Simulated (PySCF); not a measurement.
## Relaxation of singlet As₂H₆

Method: PBE0/[As def2-TZVP, H def2-TZVP], no relativity, density fitting, PySCF. A (50,194) grid was used.

A start displaced from a saddle point along its imaginary mode, of C2h symmetry, held to at least that symmetry:

```xyz
8
charge 0 multiplicity 1, angstrom
As    1.5552   -0.0008    0.0000
As   -1.5552    0.0008    0.0000
H     0.1200    0.9716    0.0000
H    -0.1200   -0.9716    0.0000
H     2.5268    0.0417    1.1561
H     2.5268    0.0417   -1.1561
H    -2.5268   -0.0417    1.1561
H    -2.5268   -0.0417   -1.1561
```

**Question.** What forces act on the atoms at the start (eV/Å)?

**Answer.** 
```tsv
atom	Fx	Fy	Fz
As1	0.12	-0.51	0.00
As2	-0.12	0.51	0.00
H3	0.91	0.06	0.00
H4	-0.91	-0.06	0.00
H5	-0.02	0.33	-0.01
H6	-0.02	0.33	0.01
H7	0.02	-0.33	-0.01
H8	0.02	-0.33	0.01
```

**Question.** What does it relax to?

**Answer.** It ends at C2h with As–H 1.521 Å (×6); H–As–H 92.2° (×6) (after a last refinement on a finer grid). The molecule has come apart into AsH₃ + AsH₃. A frequency run shows 5 imaginary modes, down to 62i cm⁻¹, so it is a higher-order saddle point.

**Question.** How much energy is released, and in how many steps?

**Answer.** 279.2 kJ/mol in 15 steps.

The relaxation took 62 s on 4 threads of a shared Arm Neoverse V1 host, with 132 basis functions and 16 gradients; the process peaked at 2.2 GiB.
